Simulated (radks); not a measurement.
Isoelectronic series with 47 electrons, all held in the configuration [Kr] 4d10 5s1, which need not be the ground one along the series. Method: Dirac Kohn-Sham, PBE, spin-unpolarised, spherical densities, point nucleus; computed with a radial shooting solver on a logarithmic mesh with Libxc functionals. Total energies (hartree) and mean radii <r> (bohr):

[
 {"ion": "Ag", "E (hartree)": "-5317.24063", "5s1/2": "3.166", "4d5/2": "1.429"},
 {"ion": "Cd+", "E (hartree)": "-5595.69438", "5s1/2": "2.651", "4d5/2": "1.280"},
 {"ion": "In2+", "E (hartree)": "-5882.31012", "5s1/2": "2.342", "4d5/2": "1.171"},
 {"ion": "Sn3+", "E (hartree)": "-6177.09694", "5s1/2": "2.121", "4d5/2": "1.086"},
 {"ion": "Sb4+", "E (hartree)": "-6480.07733", "5s1/2": "1.951", "4d5/2": "1.016"},
 {"ion": "Te5+", "E (hartree)": "-6791.28192", "5s1/2": "1.814", "4d5/2": "0.9569"},
 {"ion": "I6+", "E (hartree)": "-7110.74717", "5s1/2": "1.699", "4d5/2": "0.9057"},
 {"ion": "Xe7+", "E (hartree)": "-7438.51402", "5s1/2": "1.600", "4d5/2": "0.8608"},
 {"ion": "Cs8+", "E (hartree)": "-7774.6272", "5s1/2": "1.515", "4d5/2": "0.8209"},
 {"ion": "Ba9+", "E (hartree)": "-8119.1346", "5s1/2": "1.439", "4d5/2": "0.7851"},
 {"ion": "La10+", "E (hartree)": "-8472.0874", "5s1/2": "1.372", "4d5/2": "0.7528"},
 {"ion": "Ce11+", "E (hartree)": "-8833.5395", "5s1/2": "1.312", "4d5/2": "0.7233"},
 {"ion": "Pr12+", "E (hartree)": "-9203.5476", "5s1/2": "1.257", "4d5/2": "0.6963"},
 {"ion": "Nd13+", "E (hartree)": "-9582.1711", "5s1/2": "1.207", "4d5/2": "0.6715"},
 {"ion": "Pm14+", "E (hartree)": "-9969.4721", "5s1/2": "1.161", "4d5/2": "0.6485"},
 {"ion": "Sm15+", "E (hartree)": "-10365.5156", "5s1/2": "1.119", "4d5/2": "0.6272"},
 {"ion": "Eu16+", "E (hartree)": "-10770.3691", "5s1/2": "1.080", "4d5/2": "0.6074"},
 {"ion": "Gd17+", "E (hartree)": "-11184.1032", "5s1/2": "1.044", "4d5/2": "0.5889"},
 {"ion": "Tb18+", "E (hartree)": "-11606.7911", "5s1/2": "1.010", "4d5/2": "0.5715"}
]
